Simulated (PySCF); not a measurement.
## Polarisability and C₆ of Si⁺ (silicon, charge +1)

[Ne] 3s2 3p1, 2P determinant. Calculation: PySCF 2.14, in aug-cc-pCVQZ-DK; scalar relativity by spin-free X2C-1e. Coupled (time-dependent) response in atomic units; α is the mean over directions.

```csv
method,mean α (bohr³),"α xx, yy, zz",C₆ (like pair),S(−4)
UHF,19.47,"19.05, 20.32, 19.05",104.6,154.3
PBE,19.05,"18.37, 20.43, 18.37",100.6,149.7
PBE0,19.02,"18.45, 20.15, 18.45",100.6,147.3
```

S(−4) is the Cauchy moment in α(ω) = α(0) + S(−4) ω² + …

α(iu) at PBE0:

| u (hartree) | α(iu) (bohr³) |
| --- | --- |
| 0 | 19.02 |
| 0.0500 | 18.66 |
| 0.100 | 17.66 |
| 0.200 | 14.58 |
| 0.300 | 11.36 |
| 0.500 | 6.744 |
| 0.750 | 3.846 |
| 1.00 | 2.457 |
| 1.50 | 1.275 |
| 2.00 | 0.8052 |
| 3.00 | 0.4349 |
| 5.00 | 0.2093 |

A single London oscillator, α(iu) = α/(1 + u²/ω²), gives C₆ = (3/4) ω α². Matching the computed C₆ needs ω = 4 × 100.6 / (3 × 19.02²) = 0.371 hartree.

For an ion, C₆ is the dispersion term alone; charge-induced terms of lower order in 1/R come first.

The components differ because the open shell of this determinant is not spherical; for a pure term their mean is the scalar polarisability.
